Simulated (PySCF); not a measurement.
HF3OSi, singlet, geometry from GFN2-xTB, with bond 4-2 at 2.4 times its length; CASSCF(4,3)/6-31G (PySCF).

PySCF was given this input:
```python
from pyscf import gto, scf, mcscf
import numpy

mol = gto.M(
    atom='''
O     1.491624   -0.032907    0.593866
Si    0.014422   -0.000892    0.011741
F    -0.291115   -1.170491   -1.006672
F    -2.372070   -0.316627    2.912256
F    -0.331196    1.330241   -0.767433
H     2.285456    0.030026    0.069035
''',
    basis='6-31g',
    charge=0,
    spin=0,
    verbose=4,
)

mf = scf.RHF(mol)
mf.kernel()
mc = mcscf.CASSCF(mf, 3, 4)
mc.fix_spin_(ss=0.0)
mc.kernel()
occ = numpy.linalg.eigvalsh(mc.fcisolver.make_rdm1(mc.ci, mc.ncas, mc.nelecas))[::-1]
ss = mc.fcisolver.spin_square(mc.ci, mc.ncas, mc.nelecas)[0]
print('natural occupations', occ.round(4), ' <S^2>', round(ss, 4))
```

Task: What does PySCF print? Leave out banner, timings and long lists.

Result: 
```
PySCF version 2.14.0

[INPUT] verbose = 4
[INPUT] num. atoms = 6
[INPUT] num. electrons = 50
[INPUT] charge = 0
[INPUT] spin (= nelec alpha-beta = 2S) = 0
[INPUT] symmetry False subgroup None
[INPUT] Mole.unit = angstrom
[INPUT] Symbol           X                Y                Z      unit          X                Y                Z       unit  Magmom
[...]
nuclear repulsion = 224.282605662747
number of shells = 29
number of NR pGTOs = 138
number of NR cGTOs = 51
basis = 6-31g
ecp = {}

******** <class 'pyscf.scf.hf.RHF'> ********
method = RHF
initial guess = minao
damping factor = 0
level_shift factor = 0
DIIS = <class 'pyscf.scf.diis.CDIIS'>
diis_start_cycle = 1
diis_space = 8
diis_damp = 0
SCF conv_tol = 1e-09
SCF conv_tol_grad = None
SCF max_cycles = 50
direct_scf = True
direct_scf_tol = 1e-13
Set gradient conv threshold to 3.16228e-05
Initial guess from minao.
init E= -662.621110682303
[...]
cycle= 1 E= -662.172486255309  delta_E= 0.449  |g|= 0.967  |ddm|= 2.17

WARN: HOMO -0.109131570793763 == LUMO -0.109124818897488

cycle= 2 E= -661.355555923077  delta_E= 0.817  |g|= 1.79  |ddm|= 3.07
[...]
cycle= 3 E= -662.300833271019  delta_E= -0.945  |g|= 0.565  |ddm|= 2.89
[...]
cycle= 4 E= -662.336671303447  delta_E= -0.0358  |g|= 0.328  |ddm|= 0.182
[...]
cycle= 5 E= -662.367125047906  delta_E= -0.0305  |g|= 0.104  |ddm|= 0.344
[...]
cycle= 6 E= -662.382472872011  delta_E= -0.0153  |g|= 0.0658  |ddm|= 0.314
[...]
cycle= 7 E= -662.389090776018  delta_E= -0.00662  |g|= 0.0571  |ddm|= 0.21
[...]
cycle= 8 E= -662.392725313807  delta_E= -0.00363  |g|= 0.0667  |ddm|= 0.315
[...]
cycle= 9 E= -662.393247681791  delta_E= -0.000522  |g|= 0.0228  |ddm|= 0.0392
[...]
cycle= 10 E= -662.393538625428  delta_E= -0.000291  |g|= 0.00306  |ddm|= 0.079
[...]
cycle= 11 E= -662.393553201939  delta_E= -1.46e-05  |g|= 0.00165  |ddm|= 0.0141
[...]
cycle= 12 E= -662.393557145656  delta_E= -3.94e-06  |g|= 0.00111  |ddm|= 0.00472
[...]
cycle= 13 E= -662.393564748297  delta_E= -7.6e-06  |g|= 0.000762  |ddm|= 0.0117
[...]
cycle= 14 E= -662.393570045019  delta_E= -5.3e-06  |g|= 0.00051  |ddm|= 0.0145
[...]
cycle= 15 E= -662.393571111136  delta_E= -1.07e-06  |g|= 0.000142  |ddm|= 0.00819
[...]
cycle= 16 E= -662.393571142972  delta_E= -3.18e-08  |g|= 7.72e-05  |ddm|= 0.00135
[...]
cycle= 17 E= -662.393571145096  delta_E= -2.12e-09  |g|= 7.67e-06  |ddm|= 0.000197
[...]
cycle= 18 E= -662.393571145118  delta_E= -2.19e-11  |g|= 3.07e-06  |ddm|= 2.98e-05
[...]
Extra cycle  E= -662.393571145116  delta_E= 1.93e-12  |g|= 5e-06  |ddm|= 8.09e-06
converged SCF energy = -662.393571145116

******** <class 'pyscf.mcscf.mc1step.CASSCF'> ********
CAS (2e+2e, 3o), ncore = 23, nvir = 25
max_cycle_macro = 50
max_cycle_micro = 4
conv_tol = 1e-07
conv_tol_grad = None
orbital rotation max_stepsize = 0.02
orbital rotation threshold for CI restart = 0.01
augmented hessian ah_max_cycle = 30
augmented hessian ah_conv_tol = 1e-12
augmented hessian ah_linear dependence = 1e-14
augmented hessian ah_level shift = 1e-08
augmented hessian ah_start_tol = 2.5
augmented hessian ah_start_cycle = 3
augmented hessian ah_grad_trust_region = 3
kf_trust_region = 3
kf_interval = 4
ci_response_space = 4
ci_grad_trust_region = 3
with_dep4 0
natorb = False
canonicalization = True
sorting_mo_energy = False
ao2mo_level = 2
internal_rotation = False
******** <class 'pyscf.fci.addons.SpinPenaltyFCISolver'> ********
max. cycles = 50
conv_tol = 1e-08
davidson only = True
linear dependence = 1e-12
level shift = 0.001
max iter space = 12
nroots = 1
pspace_size = 400
spin = None
CASCI E = -662.514891608406  S^2 = 0.0000000
Set conv_tol_grad to 0.000316228
macro iter   1 ( 17 JK    4 micro), CASSCF E = -662.562011603554  dE = -4.71199951e-02  S^2 = 0.0000000
               |grad[o]|=0.412  |grad[c]|=0.0541  |ddm|=0.0953  |maxRot[o]|=0.0782
macro iter   2 ( 15 JK    4 micro), CASSCF E = -662.562057432747  dE = -4.58291930e-05  S^2 = 0.0000000
               |grad[o]|=0.0109  |grad[c]|=0.00996  |ddm|=0.00486  |maxRot[o]|= 0.11
macro iter   3 ( 21 JK    4 micro), CASSCF E = -662.562062596029  dE = -5.16328146e-06  S^2 = 0.0000000
               |grad[o]|=0.00371  |grad[c]|=0.00469  |ddm|=0.00144  |maxRot[o]|=0.0459
macro iter   4 (  7 JK    2 micro), CASSCF E = -662.562064185002  dE = -1.58897296e-06  S^2 = 0.0000000
               |grad[o]|=0.00205  |grad[c]|=0.00493  |ddm|=0.000525  |maxRot[o]|=0.0685
macro iter   5 (  7 JK    2 micro), CASSCF E = -662.562064549189  dE = -3.64187031e-07  S^2 = 0.0000000
               |grad[o]|=0.00138  |grad[c]|=0.00474  |ddm|=0.000283  |maxRot[o]|=0.0699
macro iter   6 (  7 JK    2 micro), CASSCF E = -662.562064939679  dE = -3.90489618e-07  S^2 = 0.0000000
               |grad[o]|=0.00132  |grad[c]|=0.00405  |ddm|=0.000542  |maxRot[o]|=0.067
macro iter   7 (  7 JK    2 micro), CASSCF E = -662.562065431460  dE = -4.91781407e-07  S^2 = 0.0000000
               |grad[o]|=0.00126  |grad[c]|=0.000903  |ddm|=0.00103  |maxRot[o]|=0.0698
macro iter   8 (  7 JK    2 micro), CASSCF E = -662.562066019362  dE = -5.87902036e-07  S^2 = 0.0000000
               |grad[o]|=0.00117  |grad[c]|=0.00327  |ddm|=0.00133  |maxRot[o]|=0.0675
macro iter   9 (  7 JK    2 micro), CASSCF E = -662.562066587351  dE = -5.67989332e-07  S^2 = 0.0000000
               |grad[o]|=0.000988  |grad[c]|=0.00597  |ddm|=0.00139  |maxRot[o]|=0.0698
macro iter  10 (  7 JK    2 micro), CASSCF E = -662.562066957188  dE = -3.69836471e-07  S^2 = 0.0000000
               |grad[o]|=0.000683  |grad[c]|=0.00599  |ddm|=0.00117  |maxRot[o]|=0.0677
macro iter  11 (  5 JK    2 micro), CASSCF E = -662.562067029798  dE = -7.26099643e-08  S^2 = 0.0000000
               |grad[o]|=0.000285  |grad[c]|=0.00042  |ddm|=0.000291  |maxRot[o]|=0.0267
macro iter  12 (  5 JK    1 micro), CASSCF E = -662.562067053293  dE = -2.34952040e-08  S^2 = 0.0000000
               |grad[o]|=0.000137  |grad[c]|=7.48e-05  |ddm|=0.000237  |maxRot[o]|=0.0128
macro iter  13 (  5 JK    1 micro), CASSCF E = -662.562067070305  dE = -1.70119847e-08  S^2 = 0.0000000
               |grad[o]|=6.67e-05  |grad[c]|=6.96e-05  |ddm|=0.000175  |maxRot[o]|=0.00343
1-step CASSCF converged in  13 macro (117 JK  30 micro) steps
CASSCF canonicalization
Density matrix diagonal elements [1.99997932 1.1156851  0.88433559]
CASSCF energy = -662.562067070305
CASCI E = -662.562067070305  E(CI) = -4.99229660744595  S^2 = 0.0000000
natural occupations [2.     1.1363 0.8638]  <S^2> 0.0
```
